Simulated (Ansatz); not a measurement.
C2H2ClO2Si (`[C]#C[Si](O)(O)Cl`) radical, relaxed with UKS PBE0-D4/def2-TZVP in Ansatz 0.2.0 from a PBE-D4/def2-SVP geometry. The force threshold is 0.005 eV/Å; the program also tests the step.

Charge 0, multiplicity 2.

Start:

```xyz
8

C    -1.067   -2.570    0.681
C    -0.496   -1.482    0.536
Si    0.242    0.141    0.132
O     0.780    0.021   -1.433
O    -0.849    1.370    0.391
Cl    1.796    0.544    1.426
H     1.326    0.766   -1.744
H    -1.732    1.209    0.012
```

Q: By how much does the energy fall, and how many steps does the optimiser take? (Best estimate.)

A: Ansatz gave: 2.46 kcal/mol, in 9 steps.

Q: Which bonds change most? (An estimate is asked.)

A: Ansatz gave: Si3–O5 from 1.663 to 1.625 Å; Si3–O4 from 1.660 to 1.623 Å; Si3–Cl6 from 2.063 to 2.033 Å; C1–C2 from 1.238 to 1.211 Å.

Q: Give the relaxed structure. (Estimate.)

A: The calculation gave: 
```xyz
8

C    -1.030   -2.546    0.728
C    -0.495   -1.488    0.480
Si    0.228    0.140    0.128
O     0.753    0.056   -1.406
O    -0.848    1.326    0.401
Cl    1.766    0.524    1.400
H     1.338    0.746   -1.725
H    -1.713    1.244   -0.006
```
